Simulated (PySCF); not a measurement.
First SCF of a structure search on singlet H4RuO2, at a hand-made octahedral (ligand arrangement 1) geometry. PySCF input:

```python
from pyscf import gto, scf, dft
mol = gto.M(atom='''
Ru     0.000000     0.000000     0.000000
O     -1.710000     0.000000     0.000000
O     -0.000000    -1.710000     0.000000
H      0.000000     0.000000     1.570000
H      0.000000     0.000000    -1.570000
H      1.570000     0.000000     0.000000
H      0.000000     1.570000     0.000000''',
    basis={'Ru': 'def2-TZVP', 'O': 'def2-TZVP', 'H': 'def2-TZVP'},
    ecp={'Ru': 'def2-TZVP'},
    charge=0, spin=0)
mf = dft.RKS(mol, xc='PBE0')
mf.grids.atom_grid = (50, 194)
aux = {'Ru': 'def2-universal-JKFIT', 'O': 'def2-universal-JKFIT', 'H': 'def2-universal-JKFIT'}
mf = mf.density_fit(auxbasis=aux)
mf.conv_tol = 1e-08
mf.diis_space = 10
mf.max_cycle = 60
mf.init_guess = 'minao'
mf.verbose = 4
mf.kernel()
```

Excerpt of the output (cycles and frontier levels):

```
init E= -239.492997751244
  HOMO = -0.596691057426706  LUMO = -0.594502536893199  gap/eV = 0.05955
cycle= 1 E= -246.979208840653  delta_E= -7.49  |g|= 1.11  |ddm|= 4.66
  HOMO = -0.142551483111472  LUMO = -0.0318692847969686  gap/eV = 3.01182
cycle= 2 E= -246.033862048314  delta_E= 0.945  |g|= 2.42  |ddm|= 2.47
  HOMO = -0.273836933820462  LUMO = -0.207673757248199  gap/eV = 1.80039
cycle= 3 E= -247.009869017021  delta_E= -0.976  |g|= 1.23  |ddm|= 1.77
  HOMO = -0.309425160884081  LUMO = -0.225677550027229  gap/eV = 2.27889
cycle= 4 E= -247.291259715896  delta_E= -0.281  |g|= 0.292  |ddm|= 0.596
  HOMO = -0.319009543945818  LUMO = -0.227117888425177  gap/eV = 2.50050
cycle= 5 E= -247.303810446013  delta_E= -0.0126  |g|= 0.0952  |ddm|= 0.142
  HOMO = -0.318484476417776  LUMO = -0.228818744969975  gap/eV = 2.43993
cycle= 6 E= -247.305166900217  delta_E= -0.00136  |g|= 0.0378  |ddm|= 0.0438
  HOMO = -0.320857589240539  LUMO = -0.230771886582142  gap/eV = 2.45136
cycle= 7 E= -247.305439648885  delta_E= -0.000273  |g|= 0.00717  |ddm|= 0.0266
  HOMO = -0.321043740933693  LUMO = -0.231034466933949  gap/eV = 2.44928
cycle= 8 E= -247.305455695115  delta_E= -1.6e-05  |g|= 0.00141  |ddm|= 0.00862
  HOMO = -0.321082507380417  LUMO = -0.231175962006908  gap/eV = 2.44648
cycle= 9 E= -247.305457231548  delta_E= -1.54e-06  |g|= 0.000285  |ddm|= 0.00375
  HOMO = -0.321075349655107  LUMO = -0.231167970699286  gap/eV = 2.44650
cycle= 10 E= -247.305457370116  delta_E= -1.39e-07  |g|= 0.000163  |ddm|= 0.00135
  HOMO = -0.321059047638173  LUMO = -0.231157864649752  gap/eV = 2.44634
cycle= 11 E= -247.305457380418  delta_E= -1.03e-08  |g|= 1.11e-05  |ddm|= 0.000317
  HOMO = -0.321059050885811  LUMO = -0.231156730812025  gap/eV = 2.44637
cycle= 12 E= -247.305457380501  delta_E= -8.25e-11  |g|= 3.06e-06  |ddm|= 1.97e-05
  HOMO = -0.321058443543247  LUMO = -0.231156249236616  gap/eV = 2.44636
Extra cycle  E= -247.305457380504  delta_E= -3.47e-12  |g|= 4.57e-06  |ddm|= 6.49e-06
converged SCF energy = -247.305457380504
```

No lower solution of this spin was found from smeared starts or by a stability analysis within the restricted form, which does not test spin polarisation.

The search for the lowest solution, 3 starts and the stability check together, took 9.5 s on 4 threads of a shared Arm Neoverse V2 host, with 126 basis functions; the process peaked at 0.78 GiB. Launch command: `OMP_NUM_THREADS=4 python axn.py task.json out`.
